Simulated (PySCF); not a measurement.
## Radial density of S (sulfur, neutral)

r2SCANh, [Ne] 3s1 3p5, high-spin 3P determinant (an excited configuration). Calculation: PySCF 2.14, in x2c-TZVPPall (5s5p3d1f, 42 functions); scalar relativity by spin-free X2C-1e.

| r (bohr) | 4πr²ρ (e/bohr) | 4πr²(ρα − ρβ) |
| --- | --- | --- |
| 0.00170 | 0.1065 | 0.0004 |
| 0.00286 | 0.2851 | 0.0009 |
| 0.00480 | 0.7296 | 0.0024 |
| 0.00808 | 1.810 | 0.0060 |
| 0.0136 | 4.196 | 0.0138 |
| 0.0229 | 8.686 | 0.0282 |
| 0.0385 | 14.78 | 0.0464 |
| 0.0647 | 18.36 | 0.0539 |
| 0.109 | 14.92 | 0.0555 |
| 0.183 | 12.38 | 0.1647 |
| 0.308 | 17.41 | 0.3114 |
| 0.518 | 12.18 | 0.0262 |
| 0.871 | 3.212 | 0.4665 |
| 1.47 | 3.436 | 1.4038 |
| 2.46 | 1.836 | 0.4971 |
| 4.14 | 0.2057 | 0.0031 |
| 6.97 | 0.0008994 | -0.0001 |

Densities and radii are taken from the X2C orbitals without a picture-change correction, which distorts them close to the nucleus.
